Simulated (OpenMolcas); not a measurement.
## As+: CASPT2 settings compared

```
Program             : OpenMolcas
Basis               : ANO-RCC-VQZP [7s6p4d2f1g]
Scalar Hamiltonian  : DKH4, point nucleus
Active space        : 2 electrons in 3 orbitals (4p)
State averaging     : 2S+1 = 3 even, 3 roots; 2S+1 = 1 even, 6 roots kept (CI in the orbitals of an earlier block)
Spin-orbit coupling : RASSI with atomic mean-field integrals over the reference wave functions, term energies averaged over their components
```

Methods on the same reference wave functions:
A. CASSCF
B. SS-CASPT2, IPEA 0.3 Eh, sigma1 regulariser 0.05 Eh (closed shells correlated: 4s)
C. SS-CASPT2, IPEA 0.3 Eh, sigma2 regulariser 0.3 Eh (closed shells correlated: 3s 3p 3d 4s)
D. XMS-CASPT2, IPEA 0.4 Eh, no level shift (closed shells correlated: 4s)

Energies in cm⁻¹ above 4s² 4p² ³P₀, the measured ground level; measured values from NIST Handbook of Basic Atomic Spectroscopic Data.

```json
{"Level": "4s² 4p² ³P₀", "A": "0.0", "B": "0.0", "C": "0.0", "D": "0.0", "Measured": "0.0"}
{"Level": "4s² 4p² ³P₁", "A": "887", "B": "932", "C": "932", "D": "934", "Measured": "1063"}
{"Level": "4s² 4p² ³P₂", "A": "2252", "B": "2250", "C": "2250", "D": "2250", "Measured": "2541"}
{"Level": "4s² 4p² ¹D₂", "A": "12571", "B": "9690", "C": "9660", "D": "9310", "Measured": "10096"}
{"Level": "4s² 4p² ¹S₀", "A": "28880", "B": "22300", "C": "22260", "D": "22100", "Measured": "22599"}
```

Deviations, from unrounded energies. A percentage is the sum of absolute deviations over the sum of measured energies, with the sign that they share, or ± where signs differ.

```csv
Against measurement,Levels,A,B,C,D
mean absolute deviation (cm-1),4,2300,280,300,430
fine structure of the ground term (%),2,-12.9,-11.6,-11.6,-11.7
other terms of the ground configuration (%),2,+26.8,-2.2,-2.4,-3.9
```

B, C lie about equally close to measurement and A furthest from it. The largest miss of B in the table is 4s² 4p² ¹D₂, by -410 cm-1. The ranking rests on the paired levels alone, and a cruder setting can come out closer through cancelling errors.

Among B to D the level of the table that moves most is 4s² 4p² ¹D₂, by 370 cm-1 (lowest in D, highest in B). Moves below CASPT2's spread within the term are not significant.

The mean deviations of B to D differ by less than CASPT2's widest spread within a term (600 cm-1), so their order carries little weight.

From A to B the spin-free energies of the other terms of 4s² 4p² shown, above ³P, scale by factors of 0.73 to 0.75.

The lowest spin-free term lies below A's lowest term by 0.059 hartree in B, 0.211 hartree in C, 0.061 hartree in D.

CASPT2 does not keep the components of a term degenerate, so their means are used; among the terms shown or strongly mixed into the levels shown the widest spread is 600 cm-1 (4s² 4p² ¹D, D). Terms from blocks run as CI alone lack orbitals of their own. With the s shell closed, the reference lacks s² → p² mixing. Without dynamic correlation excited terms often stand tens of per cent too high (terms of higher spin than the ground term too low), and those without a measured partner can miss by more than the paired ones (holds for A). Computed and measured levels are paired by configuration, term and J; levels that our copy of the source lacks, or whose pairing is in doubt (as where it misses far off the trend of its configuration), stay unpaired and out of the deviations. Only configurations of the active space appear.
